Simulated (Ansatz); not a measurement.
Ideal-gas functions of `[NH]=[Ta]([Cl])([Cl])[Cl]` at 800 K and 1 bar, from an Ansatz frequency run at PBE0-D4/def2-TZVP.

Molar mass 302.32 g/mol, point group C3v (symmetry number 3), electronic degeneracy 1, moments of inertia 347.675, 347.714, 506.529 u Å². Harmonic wavenumbers (cm⁻¹, unscaled): 102, 102, 123, 210, 210, 394, 408, 408, 571, 571, 1023, 3675.

Use S(trans) = R[1.5 ln M + 2.5 ln T − 1.1517]; rotational temperatures θ = 24.2544 K / I; S(rot) = R[ln(√π/σ · √(T³/θAθBθC)) + 1.5]; for each mode x = 1.438777 ν̃/T, S = R[x/(eˣ − 1) − ln(1 − e⁻ˣ)] and H = RT x/(eˣ − 1); 1 cm⁻¹ = 0.0119627 kJ/mol; R = 8.31446 J/(mol·K).

Problem. By hand: the entropy, in J/(mol·K).

Solution. Translation 200.6. Rotation: θ = 0.0698, 0.0698, 0.0479 K, giving 126.2. Vibration, mode by mode: 22.43, 22.43, 20.87, 16.46, 16.46, 11.35, 11.07, 11.07, 8.45, 8.45, 4.33, 0.09, in all 153.5. Electronic 0.0. Sum 480.3 J/(mol·K).

Problem. By hand: H − E and G − E in kJ/mol, counted from the electronic energy.

Solution. Zero-point energy ½ × 7797 × 0.0119627 = 46.6; thermal vibration 52.6; translation, rotation and pV give 4 RT = 26.6. H − E = 125.8 kJ/mol, and G − E = 125.8 − 800 × 480.3/1000 = -258.4 kJ/mol.

Vibration gives 32 % of the entropy, 65.7 J/(mol·K) of it from the modes under 150 cm⁻¹: soft modes count most, and the harmonic formula is weakest for them. The sum counts one conformer and one mirror image; others add a mixing term.
